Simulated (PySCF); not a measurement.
ZrI2, SMILES [Zr]([I])[I] (connectivity only; charge and spin as stated), neutral, multiplicity 3.

Geometry: PBE-D3(BJ)/def2-SVP. The multiplicity is an assumed one; other spin states were not compared. The def2 effective core potentials stand for the cores of I, Zr; spin–orbit coupling is left out.

These are ωB97X/def2-TZVPD in PySCF values and carry that method's errors.

Gas-phase values at a fixed geometry.

| Quantity | Result |
|---|---|
| total energy | -642.61459 hartree |
| point group | D∞h |
| α spin, highest occupied and lowest empty level | -7.90 and -0.49 eV |
| β spin, highest occupied and lowest empty level | -10.06 and -2.43 eV |
| dipole moment | 0.00 D |
| mean static polarisability | 126.6 bohr³ (18.75 Å³) |
| polarisability, principal values | 106.5, 106.5, 166.6 bohr³ |
| ⟨S²⟩ | 2.002 (pure state 2.00) |
